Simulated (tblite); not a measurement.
C6H13P.
Geometry (GFN2-xTB, Å), atoms numbered from 1 in this order:
```xyz
20
C6H13P angstrom
C      1.3240    0.8035   -1.3370
C      0.7857   -0.2742   -0.3980
C      1.8284   -0.6252    0.6612
C     -0.5090    0.1927    0.2656
C     -1.2346   -0.8450    1.1389
P     -2.9134   -0.2200    0.5856
C     -1.6987    0.4545   -0.6735
H      1.5574    1.7084   -0.7792
H      0.5917    1.0496   -2.1021
H      2.2316    0.4600   -1.8284
H      0.5670   -1.1737   -0.9860
H      1.4608   -1.4069    1.3212
H      2.7443   -0.9754    0.1913
H      2.0654    0.2500    1.2628
H     -0.3011    1.0914    0.8546
H     -1.0814   -1.8599    0.7666
H     -1.0329   -0.8250    2.2082
H     -2.8589    0.9281    1.3953
H     -1.8566    1.4794   -1.0045
H     -1.6749   -0.2015   -1.5459
```

Method: GFN2-xTB as coded in tblite; computed harmonic values from a numerical Hessian at the method's own geometry, unscaled. This tight-binding method is rough: wavenumbers can miss measured ones by several per cent, in bad cases by 10 to 20. Modes of hydrogen on phosphorus can be 10 to 20 % off. One conformer, not necessarily the lowest.

Harmonic wavenumbers (cm⁻¹): 86.1, 112.6, 176.1, 202.6, 227.9, 301.4, 355.4, 418.9, 446.0, 546.9, 671.9, 725.1, 732.4, 779.6, 865.2, 878.0, 943.8, 947.7, 971.5, 981.5, 1011.1, 1019.4, 1079.8, 1101.0, 1154.8, 1169.0, 1169.2, 1178.4, 1214.1, 1267.2, 1282.1, 1321.8, 1358.7, 1407.8, 1420.5, 1444.8, 1450.0, 1497.9, 1499.8, 1507.5, 1510.1, 2220.1, 2919.2, 2934.2, 2965.2, 2970.6, 2994.5, 2996.3, 3024.6, 3029.5, 3030.4, 3036.9, 3041.2, 3043.6.

A = 4502, B = 1269, C = 1052 MHz; mass 116.075 u (most abundant isotopes); point group Cs, symmetry number 1.

Question: What is the zero-point energy?

Answer: ½Σν̃ = 38321 cm⁻¹ = 109.56 kcal/mol.

Question: What is S at 350 K and 1 bar for an ideal gas of classical rigid rotors and harmonic oscillators?

Answer: Translation 40.99, rotation 28.85, vibration 25.39: S = 95.2 cal/(mol K).

Question: And Cp and H(350 K) − H(0)?

Answer: Cp = 39.67 cal/(mol K), of which vibrations give 31.73 (their classical limit is 54 R = 107.3); H(350 K) − H(0) = 7.85 kcal/mol without the zero-point energy, 5.06 from vibrations.

Question: How do the functions run with temperature in this model?

Answer: 
```
 T (K)  S (cal/(mol K))  Cp (cal/(mol K))  H − H(0) (kcal/mol)  G − H(0) (kcal/mol)  ln q(vib)
    50             55.5              10.7                 0.44                -2.33       0.14
   100             64.4              15.6                 1.10                -5.34       0.76
298.15             89.3              34.1                 5.93               -20.70       4.44
373.15             97.8              42.1                 8.79               -27.72       5.98
   500            111.9              54.4                14.94               -41.03       8.73
   750            137.6              71.9                30.88               -72.28      14.31
  1000            159.9              83.6                50.41              -109.54      19.78
```

q(vib) and H(0) count from the zero-point level.

Question: What must be added to the electronic energy to get the Gibbs energy at 350 K and 1 bar?

Answer: ZPE + [H(350 K) − H(0)] − T·S = 109.56 + 7.85 − 33.33 = 84.08 kcal/mol.

Question: Which modes carry the vibrational entropy at 350 K?

Answer: 86.1 cm⁻¹: 4.06; 112.6 cm⁻¹: 3.54; 176.1 cm⁻¹: 2.67; 202.6 cm⁻¹: 2.41; 227.9 cm⁻¹: 2.19; 301.4 cm⁻¹: 1.68 cal/(mol K); the other 48 give 8.85 together.

Hindered rotation and anharmonicity are outside this model. Other conformers, if any are populated, would add a mixing term that is left out.
